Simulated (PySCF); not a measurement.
# Spin-Hamiltonian simulation

Molecule: `C/C=C1C=C/1OC`, C₆H₈O.

Bonds (- single, = double, # triple, : aromatic): C1-C2 1.498 Å, C2=C3 1.335 Å, C3-C4 1.459 Å, C4=C5 1.327 Å, C5-O6 1.308 Å, O6-C7 1.418 Å, C5-C3 1.426 Å. C1 carries H8, H9, H10; C2 carries H11; C4 carries H12; C7 carries H13, H14, H15. Stereochemistry as in C/C=C1C=C/1OC.

PySCF calculation with spin–spin couplings from B3LYP/pcJ-1 (without the spin–dipole term), CAM-B3LYP/pcSseg-2 with gauge-including orbitals and PBE0-D3(BJ)/def2-SVP structure; isolated molecule, non-relativistic Hamiltonian, one averaged value for each set of equivalent atoms, a single conformation.

References, each an isolated molecule treated in the same way: TMS for ¹H (σ = 31.34 ppm).

The 8-spin Hamiltonian (Zeeman plus full scalar coupling among like nuclei) was diagonalised exactly; lines are Lorentzian, 1.0 Hz wide, and the maxima above 3 % are listed with the tallest set to 100.

Peak list at 700 MHz for the spins H8/H9/H10/H11/H12/H13/H14/H15:
```
    Hz    ppm  height
4257.1  6.082      11
4254.9  6.079      11
2723.0  3.890     100
2601.9  3.717       8
2599.4  3.713       8
2594.6  3.707       8
2592.1  3.703       8
1208.0  1.726      38
1207.3  1.725      38
1200.7  1.715      38
1200.0  1.714      38
```

Question: Extract the chemical shifts and coupling constants behind this pattern (give the signs of the calculation).

Answer: 
Shifts (ppm): H8/H9/H10 1.72, H11 3.71, H12 6.08, H13/H14/H15 3.89.
Couplings (Hz): H8–H9, H8–H10, H9–H10: -15.3; H8–H11, H9–H11, H10–H11: 7.3; H8–H12, H9–H12, H10–H12: -0.8; H11–H12: 2.5; H12–H13, H12–H14, H12–H15: -0.4; H13–H14, H13–H15, H14–H15: -11.5.
These are the parameters used. A line list fixes at most the relative signs, and those only where coupling is strong; other parameter sets or atom labellings may fit too, and couplings well below the line width leave little trace. Couplings within a CH3 group never show.

Unscaled 3J(H,H) at this level run about 10 % above measured values.
